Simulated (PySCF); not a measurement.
**Radial density of Ga (gallium, neutral)**

BP86, [Ar] 3d10 4s1 4p1 5s1, high-spin 4P determinant (an excited configuration). Calculation: PySCF 2.14, in aug-cc-pVTZ-PP with ECP10MDF (6s5p4d2f, 55 functions); scalar relativity through the core potential. This is the valence pseudo-density: the core potential removes the inner electrons and smooths the orbitals near the nucleus.

```json
{"r (bohr)": "0.00247", "4πr²ρ (e/bohr)": "2.695e-05", "4πr²(ρα − ρβ)": "0.0000"}
{"r (bohr)": "0.00415", "4πr²ρ (e/bohr)": "7.320e-05", "4πr²(ρα − ρβ)": "0.0000"}
{"r (bohr)": "0.00698", "4πr²ρ (e/bohr)": "0.0001876", "4πr²(ρα − ρβ)": "0.0000"}
{"r (bohr)": "0.0117", "4πr²ρ (e/bohr)": "0.0004397", "4πr²(ρα − ρβ)": "0.0000"}
{"r (bohr)": "0.0197", "4πr²ρ (e/bohr)": "0.0009784", "4πr²(ρα − ρβ)": "0.0000"}
{"r (bohr)": "0.0332", "4πr²ρ (e/bohr)": "0.002534", "4πr²(ρα − ρβ)": "0.0001"}
{"r (bohr)": "0.0558", "4πr²ρ (e/bohr)": "0.01603", "4πr²(ρα − ρβ)": "0.0001"}
{"r (bohr)": "0.0939", "4πr²ρ (e/bohr)": "0.1688", "4πr²(ρα − ρβ)": "-0.0007"}
{"r (bohr)": "0.158", "4πr²ρ (e/bohr)": "1.396", "4πr²(ρα − ρβ)": "-0.0057"}
{"r (bohr)": "0.266", "4πr²ρ (e/bohr)": "7.648", "4πr²(ρα − ρβ)": "-0.0013"}
{"r (bohr)": "0.447", "4πr²ρ (e/bohr)": "23.60", "4πr²(ρα − ρβ)": "0.1031"}
{"r (bohr)": "0.752", "4πr²ρ (e/bohr)": "20.43", "4πr²(ρα − ρβ)": "-0.0291"}
{"r (bohr)": "1.26", "4πr²ρ (e/bohr)": "4.976", "4πr²(ρα − ρβ)": "0.4642"}
{"r (bohr)": "2.13", "4πr²ρ (e/bohr)": "1.314", "4πr²(ρα − ρβ)": "0.9666"}
{"r (bohr)": "3.58", "4πr²ρ (e/bohr)": "0.3725", "4πr²(ρα − ρβ)": "0.3646"}
{"r (bohr)": "6.02", "4πr²ρ (e/bohr)": "0.2130", "4πr²(ρα − ρβ)": "0.2130"}
{"r (bohr)": "10.1", "4πr²ρ (e/bohr)": "0.05053", "4πr²(ρα − ρβ)": "0.0505"}
{"r (bohr)": "17.0", "4πr²ρ (e/bohr)": "0.0001314", "4πr²(ρα − ρβ)": "0.0001"}
```

Energies and moments cover only the electrons outside the core potential. The outer electron is Rydberg-like, and this basis confines it to a smaller radius and binds it less than a complete one would.

(1) Where is the radial spin density 4πr²(ρα − ρβ) most negative, and why is it negative at all?

Results:

(1) Around r = 0.752 bohr, down to -0.0291 e/bohr: exchange with the open shell polarises the paired shells in an unrestricted calculation.
